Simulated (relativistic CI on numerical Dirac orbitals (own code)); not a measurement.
Hyperfine structure of Tc XXXIV, mass number 99

Computed by Dirac-Coulomb-Breit CI, KLI orbitals optimised for each configuration, model QED (radiative potential, 1s self-energy scaled to tabulated hydrogen-like ionisation energies), unscaled Slater integrals (own radial code, finite nucleus).

Configuration list (outside the closed core 1s2): 2s²2p⁶, 2s²2p⁵3s, 2s²2p⁵3p, 2s²2p⁵3d, 2s2p⁶3s, 2s2p⁶3p, 2s2p⁶3d, 2s²2p⁵4s, 2s²2p⁵4p, 2s²2p⁵4d, 2s²2p⁵4f, 2s2p⁶4s, 2s2p⁶4p, 2s2p⁶4d, 2s²2p⁴3s², 2s2p⁶4f. Levels of other configurations are missing.

Nuclear spin I = 9/2, μ = 5.678 μN, Q = -0.129 b (tables of Stone and Pyykkö). The electronic factors are computed for point nuclear moments, without core polarisation or the Bohr-Weisskopf and QED corrections.

```csv
Level,E (Ry),A (GHz),B (GHz)
2s²2p⁵3s ³P°2,184.454,342.4,33.4
2s²2p⁵3s ¹P°1,184.759,4.168,15.4
2s²2p⁵3p ³D2,189.566,195.7,33.2
2s²2p⁵3p ³D3,191.664,108.9,24.7
2s²2p⁵3p ¹P1,191.677,116.1,-7.53
2s²2p⁵3p ³P2,192.115,108.6,0.347
2s²2p⁵3s ³P°1,193.523,936.2,1.23
2s²2p⁵3d ³P°1,197.824,65.33,-9.72
```

Levels with J = 0, under 50 % of one LS term, or S terms without an open s electron are left out. Small factors come from cancelling terms and can be off by tens of per cent or more.

At this charge energies of transitions that change n are usually good to better than 1 %, and those within a shell (Δn = 0) to a few per cent.

(1) Give the hyperfine levels of 2s²2p⁵3s ³P°2 relative to its centre of gravity.

Answers

(1) With K = F(F + 1) − I(I + 1) − J(J + 1), E = AK/2 + B[¾K(K + 1) − I(I + 1)J(J + 1)]/[2I(2I − 1)J(2J − 1)]: F = 5/2: -3751, F = 7/2: -2567, F = 9/2: -1037, F = 11/2: 846.2, F = 13/2: 3090 GHz.

LS names give the leading component of a level, which can be under half, so a name can repeat, a term be missing and a line seem to break the LS rules.
